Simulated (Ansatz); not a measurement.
Hg2TeCl2. Total charge 0; singlet. Geometry r2SCAN-D4/def2-SVP, basis def2-TZVP, Ansatz.

Cartesian coordinates in Å:
```
Hg -1.184 -1.377 -0.473
Hg 1.371 0.985 0.821
Te 0.728 -1.517 1.333
Cl 1.960 3.190 0.383
Cl -2.875 -1.281 -2.065
```

```
run  HOMO (eV)  LUMO (eV)
  A      -9.30       0.49
  B      -6.22      -3.35
  C      -9.23      -0.76
  D      -6.47      -3.21
  E      -7.23      -2.57
  F      -8.41      -1.66
```

In the def2 sets Hg, Te take a core potential; there is no spin–orbit coupling. The structure comes from a short search, and lower isomers may exist.

**Question.** The runs used CAM-B3LYP, HF, PBE, PBE0, r2SCAN, ωB97M-V. Estimate which is which.

**Answer.** A HF (100 % exact exchange); B PBE (0 % exact exchange); C ωB97M-V (range-separated); D r2SCAN (0 % exact exchange); E PBE0 (25 % exact exchange); F CAM-B3LYP (range-separated). Exact exchange lowers occupied and raises empty levels; among semilocal functionals meta-GGAs tend to open the gap a little, and such runs are hard to tell apart. The gap grows from 2.87 eV (PBE) to 9.79 eV (HF).
